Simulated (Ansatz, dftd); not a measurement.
System: CH₂O₃Si, charge 0, singlet. CH2O3Si (SMILES O=C1O[SiH2]O1).
B3LYP-D3(BJ)/def2-TZVP minimum from Ansatz (a program for electronic structure):
```
Si
O 1 1.6907
C 2 1.3860 1 88.58
O 3 1.1775 2 128.49 1 -180.00
O 3 1.3860 4 128.49 2 180.00
H 1 1.4690 2 114.85 3 112.80
H 1 1.4690 6 113.54 2 -135.00
```
Charge 0, spin multiplicity 1.

Wanted: atomisation energy (electronic, to ground-state atoms), in kcal/mol. Radicals and triplets start from unrestricted determinants; spin-orbit coupling is neglected. Cores are frozen in correlated methods. Rows without X2C or -DK are non-relativistic. CBS(X,Y): correlation extrapolated as X^-3, Hartree-Fock from the larger set. A bracket is a step between two methods taken in the basis named. Functionals run without relativity, which enters their misses. 'core' is core correlation in cc-pwCVTZ (1s frozen past Ne), 'X2C' scalar relativity in cc-pVTZ-DK, both at CCSD(T). Where a partner has so few electrons that a lower coupled-cluster level is exact, that level stands in.

| level | program | atomisation energy (kcal/mol) | difference against the last row |
|---|---|---|---|
| PBE-D4/def2-TZVPD | Ansatz + dftd4 | 753.2 | 23.7 |
| CAM-B3LYP-D3(BJ)/def2-TZVPD | Ansatz + dftd3 | 727.1 | -2.4 |
| wB97M-V/def2-TZVPD | Ansatz | 729.1 | -0.4 |
| MP2/CBS(cc-pV(T+d)Z,cc-pV(Q+d)Z) | Ansatz | 760.7 | 31.2 |
| CCSDT(Q)/cc-pV(D+d)Z | Ansatz | 651.4 | -78.1 |
| CCSD(T)/CBS(cc-pV(T+d)Z,cc-pV(Q+d)Z) + [CCSDT(Q) - CCSD(T)]/cc-pV(D+d)Z + core + X2C | Ansatz | 729.5 | 0.0 |
